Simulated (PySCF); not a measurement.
C5H9N, SMILES C=C(C)/N=C/C.

The structure is a stationary point at B3LYP-D3(BJ)/def2-SVP. The structure was generated by enumeration; whether it is a known compound was not checked. One conformer was computed; it need not be the lowest.

Two levels are set side by side: PBE/def2-TZVP (PySCF) and M06-2X/def2-TZVP (PySCF). Same geometry, gas phase. Differences are taken from unrounded values.

```
quantity                     M06-2X
---------------------------  ------
orbital gap (eV)               8.19
highest occupied level (eV)   -7.78
lowest empty level (eV)        0.41
dipole moment (D)              1.44
mean polarisability (bohr³)    71.3
```

Task: What does PBE give, and how far is it from M06-2X? (The exact figures need the calculation; the answer reports its results.)

Result: 
| quantity | PBE | PBE minus M06-2X |
|---|---|---|
| orbital gap (eV) | 3.82 | -4.37 |
| highest occupied level (eV) | -5.41 | 2.37 |
| lowest empty level (eV) | -1.59 | -2.00 |
| dipole moment (D) | 1.31 | -0.12 |
| mean polarisability (bohr³) | 75.1 | 3.9 |

PBE's occupied levels lie high since its potential decays too fast outside the molecule; exact exchange lowers them and widens the gap. PBE's more diffuse valence density responds more strongly to a field. Differences between two approximate levels are no errors against the true value.

Rough cost on one machine, each run with all the roots and properties that it gave: M06-2X against PBE about 3 times.
